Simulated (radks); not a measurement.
All-electron atom: S8+ in [He] 2s2 2p4 (the NIST ground configuration). Method: scalar-relativistic Kohn-Sham, PBEsol, spin-polarised, spherical densities, finite nucleus; open shells are filled with parallel spins first; Fermi nuclear charge, rms radius 3.2611 fm; computed with a radial shooting solver on a logarithmic mesh with Libxc functionals.

Normalised radial functions P(r) = r R(r), r in bohr:

r         1s up    3s up  3s down
0.01081  1.1469   0.1531   0.1513
0.01353  1.3719   0.1827   0.1806
0.01706  1.6328   0.2165   0.2140
0.02134  1.9051   0.2510   0.2482
0.0267   2.1855   0.2851   0.2818
0.0334   2.4546   0.3148   0.3112
0.04212  2.6924   0.3352   0.3313
0.0527   2.8468   0.3369   0.3330
0.06593  2.8891   0.3115   0.3079
0.08249  2.7866   0.2491   0.2461
0.1032   2.5233   0.1418   0.1401
0.1301   2.0961  -0.0181  -0.0180
0.1628   1.5871  -0.2083  -0.2060
0.2037   1.0651  -0.4041  -0.3998
0.2548   0.6156  -0.5557  -0.5510
0.3214   0.2867  -0.5978  -0.5961
0.4021   0.1084  -0.4684  -0.4733
0.503    0.0307  -0.1531  -0.1669
0.6293   0.0061   0.2945   0.2738
0.7873   0.0008   0.7419   0.7214
0.9929   0.0001   1.0261   1.0151
1.242    0.0000   1.0120   1.0134
1.554    0.0000   0.7487   0.7593
1.944    0.0000   0.4087   0.4206
2.452    0.0000   0.1512   0.1583
3.068    0.0000   0.0378   0.0403
3.838    0.0000   0.0057   0.0062

1s up: eigenvalue -2643.2 eV, 0 radial nodes, <r> = 0.0969 bohr, 90 % of the charge inside 0.173 bohr. 3s up (empty): eigenvalue -142.84 eV, 2 radial nodes at r = 0.127, 0.546 bohr, <r> = 1.18 bohr, 90 % of the charge inside 1.72 bohr. 3s down (empty): eigenvalue -140.91 eV, 2 radial nodes at r = 0.127, 0.551 bohr, <r> = 1.19 bohr, 90 % of the charge inside 1.73 bohr.
